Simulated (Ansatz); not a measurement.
Consider the formal hydrolysis of the In–O bond: `C[O][In]([CH3])[OH]` + H₂O → `[CH3][In]([OH])[OH]` + CH₃OH.

Computed with Ansatz on PBE0-D4/def2-TZVP structures; ΔE is electronic, products minus reactants. CBS: MP2 limit from def2 TZ/QZ plus the TZ coupled-cluster correction, frozen cores. This one scheme is used for every species. Functionals use def2-TZVPP. B3LYP here is the variant with VWN-RPA as its local correlation; programs differ in this. Elements past krypton have def2 core potentials. For In outer-core shells are correlated without core-valence functions, which leaves a few kJ/mol of doubt a bond. Each species was taken in one conformer, which may not be the lowest.

```json
{"level": "revPBE-D4", "ΔE (kcal/mol)": "-1.2"}
{"level": "B3LYP", "ΔE (kcal/mol)": "-2.4"}
{"level": "r2SCAN0", "ΔE (kcal/mol)": "-1.7"}
{"level": "CCSD(T)/def2-TZVPP", "ΔE (kcal/mol)": "-1.0"}
```

Q: What does CCSD(T)/CBS give? (Best estimate.)

A: Ansatz gave: -0.8 kcal/mol. The listed levels differ from it by -0.4, -1.6, -0.9, -0.2 kcal/mol.

Largest T1 diagnostic among the species: 0.016.

The D4 term adds +1.1 kcal/mol with B3LYP and +0.6 kcal/mol with PBE0; it sums over pairs of atoms, weighted by their polarisabilities, and B3LYP, whose exchange is more repulsive, gets the larger term. In def2-TZVPP, CCSD(T) changes the Hartree–Fock value by +1.4 kcal/mol (the triples alone add +0.3 kcal/mol) and MP2 by +1.4 kcal/mol.

CCSD(T)/CBS has its own doubt, a few kJ/mol and more with outer-core shells, so smaller differences from it don't rank the levels.
